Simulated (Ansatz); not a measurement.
Reaction (redistribution): `[SiH3]O[SiH](Br)O[SiH3]` + `C[Si](O)([SiH3])S` → `O[Si]([SiH3])([SiH3])S` + `CO[SiH](Br)O[SiH3]`

Calculated with Ansatz (gas phase, PBE0-D4/def2-TZVP geometries, no zero-point term in ΔE). CBS: MP2 limit from def2 TZ/QZ plus the TZ coupled-cluster correction, frozen cores. DFT in def2-TZVPP. B3LYP here is the variant with VWN-RPA as its local correlation; programs differ in this. For Br outer-core shells are correlated without core-valence functions, which leaves a few kJ/mol of doubt a bond. Scalar relativity is left out up to krypton. One conformer a species, not always the lowest.

`[SiH3]O[SiH](Br)O[SiH3]`:

Z-matrix (Å, degrees):
```
Si
O 1 1.646
H 1 1.482 2 107.3
H 1 1.485 2 109.9 3 119.5
H 1 1.483 2 109.8 3 -119.7
Si 2 1.613 1 144.5 3 -168.8
O 6 1.613 2 111.4 1 85.4
Br 6 2.225 2 108.6 1 -34.2
H 6 1.468 2 109.5 1 -153.2
Si 7 1.646 6 144.3 2 -89.5
H 10 1.483 7 109.9 6 -69.8
H 10 1.482 7 107.3 6 170.5
H 10 1.485 7 109.9 6 50.9
```

`C[Si](O)([SiH3])S`:

Z-matrix (Å, degrees):
```
C
Si 1 1.864
H 1 1.093 2 110.9
H 1 1.093 2 110.1 3 -120.0
H 1 1.094 2 111.0 3 120.2
O 2 1.651 1 112.5 3 176.2
Si 2 2.338 1 113.9 3 56.5
S 2 2.149 1 104.1 3 -63.2
H 6 0.960 2 116.9 1 69.9
H 7 1.489 2 111.9 1 69.1
H 7 1.488 2 109.7 1 -170.0
H 7 1.488 2 109.3 1 -51.1
H 8 1.344 2 94.8 1 175.5
```

`O[Si]([SiH3])([SiH3])S`:

```xyz
13

O     1.507    1.307   -0.482
Si    0.252    0.233   -0.388
Si    0.946   -1.915    0.261
Si   -1.300    1.191    1.074
S    -0.688   -0.109   -2.287
H     2.171    1.142   -1.155
H    -0.232   -2.807    0.423
H     1.675   -1.836    1.556
H     1.859   -2.498   -0.761
H    -1.895    2.400    0.440
H    -0.672    1.577    2.366
H    -2.380    0.202    1.335
H    -1.241    1.113   -2.382
```

`CO[SiH](Br)O[SiH3]`:

Z-matrix (Å, degrees):
```
C
O 1 1.412
H 1 1.094 2 111.0
H 1 1.095 2 111.4 3 -121.5
H 1 1.090 2 107.9 3 119.3
Si 2 1.620 1 126.0 3 61.6
O 6 1.609 2 108.3 1 -174.5
Br 6 2.227 2 109.1 1 -54.8
H 6 1.473 2 112.5 1 64.1
Si 7 1.647 6 143.7 2 71.7
H 10 1.484 7 110.3 6 -25.8
H 10 1.483 7 109.2 6 94.9
H 10 1.482 7 107.6 6 -145.9
```

```
             level  ΔE (eV)  difference from CCSD(T)/CBS
            PBE-D4     1.86                        -0.32
         r2SCAN-D4     2.09                        -0.09
           PBE0-D4     1.98                        -0.20
          B3LYP-D4     2.09                        -0.09
           ωB97X-V     2.09                        -0.09
           ωB97M-V     2.19                         0.01
            B2PLYP     2.16                        -0.02
               PBE     1.85                        -0.33
            r2SCAN     2.09                        -0.09
              PBE0     1.97                        -0.21
             B3LYP     2.07                        -0.11
     HF/def2-TZVPP     2.30                         0.12
    MP2/def2-TZVPP     2.29                         0.11
SCS-MP2/def2-TZVPP     2.26                         0.08
   CCSD/def2-TZVPP     2.19                         0.01
CCSD(T)/def2-TZVPP     2.16                        -0.02
     HF/def2-QZVPP     2.33                         0.15
    MP2/def2-QZVPP     2.31                         0.13
SCS-MP2/def2-QZVPP     2.29                         0.11
      HF/CBS(def2)     2.33                         0.15
     MP2/CBS(def2)     2.32                         0.14
    CCSD/CBS(def2)     2.22                         0.04
       CCSD(T)/CBS     2.18                            0
```

Largest T1 diagnostic among the species: 0.013.

From PBE to PBE0 (25 % exact exchange), in def2-TZVPP and without D4, ΔE moves by +0.12 eV.
